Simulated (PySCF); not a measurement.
## SMILES C=COCC(=O)OC, C5H8O3

Geometry:
| atom | x (Å) | y (Å) | z (Å) |
| --- | --- | --- | --- |
| C1 | 3.201 | -0.041 | 0.300 |
| C2 | 2.540 | 0.665 | -0.603 |
| O3 | 1.202 | 0.741 | -0.804 |
| C4 | 0.382 | -0.019 | 0.042 |
| C5 | -1.076 | 0.196 | -0.338 |
| O6 | -1.487 | 0.896 | -1.216 |
| O7 | -1.854 | -0.532 | 0.475 |
| C8 | -3.257 | -0.439 | 0.247 |
| H9 | 4.272 | 0.003 | 0.335 |
| H10 | 2.725 | -0.676 | 1.026 |
| H11 | 3.044 | 1.296 | -1.322 |
| H12 | 0.606 | -1.092 | -0.042 |
| H13 | 0.511 | 0.274 | 1.094 |
| H14 | -3.724 | -1.085 | 0.984 |
| H15 | -3.593 | 0.593 | 0.370 |
| H16 | -3.499 | -0.770 | -0.765 |

Level of theory: GIAO B3LYP/pcSseg-1 magnetisability, rotational g tensor and spin-rotation constants, non-relativistic, gas phase (PySCF). Geometry: GFN2-xTB.

How diamagnetic is it, and how anisotropic?

Isotropic -1081 × 10⁻³⁰ J/T², or -65.1 × 10⁻⁶ cm³/mol; principal values -1259, -1058, -926 × 10⁻³⁰ J/T², anisotropy 291 × 10⁻³⁰ J/T² (root of half the summed squared differences of the principal values). The susceptibility is in cgs units.

Split it along the inertial axes a, b, c into diamagnetic and paramagnetic parts about the centre of mass, with the quadrupole moment.


```csv
axis,χ (10⁻⁶ cm³/mol),diamagnetic (10⁻⁶ cm³/mol),paramagnetic (10⁻⁶ cm³/mol),summed x² of all electrons (Å²),quadrupole Θ (D Å)
a,-63.6,-274.2,210.6,313.5,+11.99
b,-55.8,-1385.9,1330.0,51.4,-8.72
c,-75.8,-1548.2,1472.3,13.2,-3.26
```
Anisotropies 2χaa − χbb − χcc = +4.4 and 2χbb − χaa − χcc = +27.8 × 10⁻⁶ cm³/mol. Θ is traceless in Buckingham's convention.

And the rotational g tensor?


```tsv
axis	rotational constant (GHz)	g	nuclear part	electronic part
a	6.7506	-0.0784	0.5896	-0.6679
b	0.9366	-0.0089	0.5763	-0.5852
c	0.8311	-0.0014	0.5735	-0.5748
```
Asymmetric top; isotopes 12C, 1H, 16O; no vibrational averaging.
